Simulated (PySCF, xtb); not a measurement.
1-methyl-3-methylideneazetidine (C₅H₉N), SMILES C=C1CN(C)C1.

Harmonic wavenumbers (cm⁻¹) from GFN2-xTB in xtb at its own minimum, in rising order: 90, 211, 273, 333, 393, 399, 630, 645, 853, 886, 916, 935, 986, 1015, 1017, 1057, 1080, 1159, 1190, 1201, 1201, 1252, 1278, 1407, 1411, 1448, 1457, 1489, 1490, 1792, 2823, 2872, 2874, 2954, 2956, 3009, 3010, 3100, 3124.

Question: What does PySCF 2.14.0 with PBE-D3(BJ)/def2-SVP give at its own minimum? (An estimate is asked for; the answer gives what the named calculation found.)

Answer: 102, 229, 268, 306, 394, 401, 609, 641, 786, 861, 882, 922, 943, 980, 1016, 1074, 1081, 1136, 1168, 1184, 1206, 1258, 1291, 1373, 1381, 1403, 1405, 1420, 1437, 1743, 2824, 2849, 2862, 2973, 2973, 2998, 3051, 3074, 3169. Paired by order, the mean absolute difference is 24 cm⁻¹ and the zero-point energies are 80.4 and 79.6 kcal/mol.
